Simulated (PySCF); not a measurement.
PySCF was given this input:
```python
from pyscf import gto, scf, dft

mol = gto.M(
    atom='''
C     0.00052334    0.46021569    0.46078947
F    -0.00116407   -0.45465534   -0.50735425
H    -0.95081668    0.65452567    0.91257266
H     0.95815328    0.67607827    0.88887881
''',
    basis='def2-svpd',
    spin=1,
    verbose=4,
)

mf = dft.UKS(mol)
mf.xc = 'r2scan'
mf = mf.density_fit(auxbasis='def2-universal-jkfit')
mf.kernel()
```

### Question
Give the number of basis functions at the level DF-R2SCAN/def2-SVPD in PySCF.

### Answer
59

### Question
Predict the dipole moment from DF-R2SCAN/def2-SVPD.

### Answer
1.27 D

### Question
What total energy does DF-R2SCAN/def2-SVPD give?

### Answer
-138.906586 Ha

### Question
Give the HOMO energy at the level DF-R2SCAN/def2-SVPD.

### Answer
-5.33 eV

These values belong to the state on which the SCF converged, which isn't shown to be the lowest.
